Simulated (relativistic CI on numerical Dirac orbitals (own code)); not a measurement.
## Tl⁷⁷⁺: computed level list

Computed by Dirac-Coulomb-Breit CI, orbitals from a KLI potential per configuration, QED by a radiative potential, unscaled Slater integrals (own radial code, finite nucleus).

CI space (outside the closed core 1s2): 2s2, 2s.2p, 2p2, 2p.3s, 2p.3p, 2s.3s, 2s.3p, 2s.3d, 2s.4s, 2s.4p, 2s.4d, 2s.4f, 2s.5s, 3s2, 2s.5p, 2s.5d, 2s.5f, 2s.5g, 3s.3p, 3p2. Levels of other configurations are missing.

```tsv
No.	Configuration	Term	J	E (10³ cm⁻¹)	%	Next component (%)
1	2s2	1S	0	0	98	1 2p2 3P
2	2s.2p	3P°	0	1650	100	
3	2s.2p	3P°	1	1949	69	31 1P°
4	2p2	3P	0	4590	67	31 1S
5	2s.2p	3P°	2	19763	100	
6	2s.2p	1P°	1	20591	69	31 3P°
7	2p2	3P	1	22300	100	
8	2p2	1D	2	22446	66	34 3P
9	2p2	3P	2	40536	66	34 1D
10	2p2	1S	0	41161	68	32 3P
11	2s.3s	3S	1	109558	100	
12	2s.3s	1S	0	109883	99	1 2p.3p 3P
13	2s.3p	3P°	1	110315	66	33 1P°
14	2s.3p	3P°	0	110320	100	
15	2p.3s	3P°	0	111581	100	
16	2p.3s	3P°	1	111603	66	33 1P°
17	2p.3p	3D	1	112035	74	22 1P
18	2p.3p	3P	0	112554	67	32 1S
19	2s.3p	3P°	2	115679	100	
20	2s.3p	1P°	1	115746	67	33 3P°
21	2s.3d	3D	1	115976	100	
22	2s.3d	3D	2	116022	67	33 1D
23	2s.3d	3D	3	117385	100	
24	2s.3d	1D	2	117459	46	20 3D
25	2p.3p	3P	1	117615	49	30 3S
26	2p.3p	3D	2	117700	34	21 2s.3d 1D
27	2p.3s	3P°	2	129904	100	
28	2p.3s	1P°	1	129995	67	33 3P°
29	2p.3p	3P	1	130567	51	28 3S
30	2p.3p	3D	2	130575	49	34 1D
31	2p.3p	3D	3	135784	100	
32	2p.3p	1P	1	135794	55	38 3S
33	2p.3p	3P	2	136080	66	34 1D
34	2p.3p	1S	0	136341	67	33 3P
35	2s.4s	3S	1	146888	100	
36	2s.4s	1S	0	147006	100	
37	2s.4p	3P°	0	147184	100	
38	2s.4p	3P°	1	147185	67	33 1P°
39	2s.4p	3P°	2	149420	100	
40	2s.4p	1P°	1	149441	67	33 3P°
41	2s.4d	3D	1	149538	100	
42	2s.4d	3D	2	149556	65	35 1D
43	2s.4d	3D	3	150141	100	
44	2s.4d	1D	2	150194	65	35 3D
45	2s.4f	3F°	3	150216	59	41 1F°
46	2s.4f	3F°	2	150219	100	
47	2s.4f	3F°	4	150502	100	
48	2s.4f	1F°	3	150515	59	41 3F°
49	2s.5s	3S	1	163735	100	
50	2s.5s	1S	0	163789	100	
51	2s.5p	3P°	1	163882	67	33 1P°
52	2s.5p	3P°	0	163882	100	
53	2s.5p	3P°	2	165015	100	
54	2s.5p	1P°	1	165025	67	33 3P°
55	2s.5d	3D	1	165074	100	
56	2s.5d	3D	2	165082	65	35 1D
57	2s.5d	3D	3	165383	100	
58	2s.5d	1D	2	165408	65	35 3D
59	2s.5f	3F°	3	165420	60	40 1F°
60	2s.5f	3F°	2	165421	100	
61	2s.5f	3F°	4	165566	100	
62	2s.5g	3G	4	165573	56	44 1G
63	2s.5f	1F°	3	165574	60	40 3F°
64	2s.5g	3G	3	165575	100	
65	2s.5g	3G	5	165661	100	
66	2s.5g	1G	4	165663	56	44 3G
```

Energies count from the lowest computed level; ° marks odd parity.

The mean weight of the leading LS term, summed over parents, in these 66 levels is 80 %, and that of the leading jj configuration (from the same eigenvectors) 99 %, so jj coupling describes them better and the LS labels are nominal.

At this charge energies of transitions that change n are usually good to better than 1 %, and those within a shell (Δn = 0) to a few per cent.

LS names give the leading component of a level, which can be under half, so a name can repeat, a term be missing and a line seem to break the LS rules.
